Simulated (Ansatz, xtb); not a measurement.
# BCuF2Si: which of two structures lies lower

We compare I, a singlet given by its coordinates, with II, `FB(F)[Si][Cu]`, a triplet. Both are isolated molecules in the gas phase, relaxed with r2SCAN-D4/def2-SVP; the shapes shown needn't be the lowest conformers.

I (Å):

```
atom    x (Å)    y (Å)    z (Å)
   B  -0.1020   0.4068  -1.1933
  Cu   1.3362   0.4240   0.2688
   F  -0.4795  -2.1907   0.1946
   F  -0.2880   1.3115  -2.1126
  Si  -0.7134  -0.5718   0.4376
```

Close contacts (Å): B1–Cu2 2.05, B1–F4 1.30, B1–Si5 2.00, Cu2–Si5 2.28, F3–Si5 1.65.

II (Å):

```json
{"atom": "B", "x (Å)": "-4.0098", "y (Å)": "-0.5371", "z (Å)": "-2.4593"}
{"atom": "Cu", "x (Å)": "-2.2193", "y (Å)": "-1.5432", "z (Å)": "0.7003"}
{"atom": "F", "x (Å)": "-4.2941", "y (Å)": "0.7074", "z (Å)": "-2.0788"}
{"atom": "F", "x (Å)": "-4.4305", "y (Å)": "-0.8824", "z (Å)": "-3.6734"}
{"atom": "Si", "x (Å)": "-3.0127", "y (Å)": "-1.8168", "z (Å)": "-1.2868"}
```

**Question.** Which of the two would you expect CCSD(T)/def2-SVP + ΔMP2/def2-TZVPP electronic energies to favour?

**Answer.** Not settled: CCSD(T)/def2-SVP + ΔMP2/def2-TZVPP gives E(II) − E(I) = +8.7 kJ/mol, but this leans on the basis-set step: CCSD(T) alone gives −31.9 kJ/mol.

The same difference at several levels:

```csv
level,geometry,E(II) − E(I) (kJ/mol),departure from the last row (kJ/mol),"job, with rough time for the two"
r2SCAN-D4/def2-SVP,r2SCAN-D4/def2-SVP,−16.0,−24.7,"optimisation, 1.7 min"
HF/def2-SVP,r2SCAN-D4/def2-SVP,−183.4,−192.1,part of the CCSD(T) run
MP2/def2-SVP,r2SCAN-D4/def2-SVP,−36.5,−45.2,part of the CCSD(T) run
CCSD(T)/def2-SVP,r2SCAN-D4/def2-SVP,−31.9,−40.6,single point
CCSD(T)/def2-SVP + ΔMP2/def2-TZVPP,r2SCAN-D4/def2-SVP,+8.7,,"single point, 2.6 min"
```

r2SCAN-D4/def2-SVP, HF/def2-SVP, MP2/def2-SVP, CCSD(T)/def2-SVP put the two in the other order. The largest departure from CCSD(T)/def2-SVP + ΔMP2/def2-TZVPP is that of HF/def2-SVP, 192.1 kJ/mol. Levels run at GFN2-xTB geometries aren't shown. The last row adds to CCSD(T) the change of the MP2 difference between the two basis sets, here +40.6 kJ/mol, a large step that makes the value less sure. The triplet state of II needn't be its ground state.

With harmonic frequencies from r2SCAN-D4/def2-SVP (ideal gas, rigid rotor, one conformer each, 298.15 K, 1 atm): the zero-point term adds +3.3 kJ/mol; ΔH is +11.6 and ΔG +7.2 kJ/mol.

The T1 diagnostic of structure I is large, so the coupled-cluster value is less sure. Open shells are spin-unrestricted. The correlated steps freeze 13 core orbitals; the last core shell of Cu is correlated, in a basis made for valence electrons. ΔG holds the spin degeneracy. Mirror images aren't counted in ΔG. Run with Ansatz 0.2.0; the last row on 1 thread of Intel(R) Xeon(R) 6975P-C (Granite Rapids) on a shared host.
